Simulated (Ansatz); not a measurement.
Energy profile

The step: GeH₃Cl ([Cl][GeH3]) + H₂O₂ ([OH][OH]) → GeH₄O₂ ([OH][O][GeH3]) + HCl; bonds formed: Ge1–O7, Cl2–H6; bonds broken: Ge1–Cl2, H6–O7 (atoms numbered as in the saddle structure below).

```json
{"atom": "Ge1", "x (Å)": "-0.3964", "y (Å)": "0.8751", "z (Å)": "-0.5654"}
{"atom": "Cl2", "x (Å)": "0.3944", "y (Å)": "-1.1677", "z (Å)": "-2.0210"}
{"atom": "H3", "x (Å)": "-1.7970", "y (Å)": "0.4226", "z (Å)": "-0.9629"}
{"atom": "H4", "x (Å)": "-0.4995", "y (Å)": "1.6555", "z (Å)": "0.7712"}
{"atom": "H5", "x (Å)": "0.4490", "y (Å)": "1.7004", "z (Å)": "-1.5300"}
{"atom": "H6", "x (Å)": "0.6156", "y (Å)": "-1.2463", "z (Å)": "-0.2255"}
{"atom": "O7", "x (Å)": "0.6344", "y (Å)": "-0.5122", "z (Å)": "0.5078"}
{"atom": "O8", "x (Å)": "-0.0397", "y (Å)": "-0.9457", "z (Å)": "1.6785"}
{"atom": "H9", "x (Å)": "0.6391", "y (Å)": "-0.7821", "z (Å)": "2.3471"}
```

Electronic energies by CCSD(T) at an estimated basis limit (MP2 extrapolated from triple and quadruple zeta, plus CCSD(T) − MP2 in triple zeta), on PBE0-D4/def2-TZVP structures; GeH$_{5}$ClO$_{2}$, closed shell; no counterpoise correction. Program: Ansatz 0.2.0. Basis: def2-TZVPP and def2-QZVPP. Cores are frozen in the correlated methods. Filled d shells of the heavier atoms are correlated. The def2 sets are not built for correlating such inner shells, so the correlated values are less sure here. Extrapolation: Hartree–Fock as exp(−7.88 √X), correlation as X^−2.97.

Question: Give the profile in eV, counted from the separated reactants. (An estimate is asked for; the value comes from the calculation.)

Answer: The calculation gives:
| point | eV |
| --- | --- |
| separated: GeH$_{3}$Cl (linked as [Cl][GeH3]; Ge1, Cl2, H3, H4, H5; singlet) + H$_{2}$O$_{2}$ (linked as [OH][OH]; H6, O7, O8, H9; singlet) | 0.000 |
| start structure | -0.225 |
| saddle | 1.019 |
| end structure | 0.247 |
| separated: GeH$_{4}$O$_{2}$ (linked as [OH][O][GeH3]; Ge1, H3, H4, H5, O7, O8, H9; singlet) + HCl (Cl2, H6; singlet) | 0.495 |

The T1 diagnostic stays at or below 0.013.

For scale, one of the runs: CCSD(T)/def2-TZVPP, 222 basis functions (an equivalent command: `ansatz run in.yaml --threads 4`). Hardware: 4 CPU threads, shared host. Wall time 2.6 min; peak host memory 3.6 GiB.
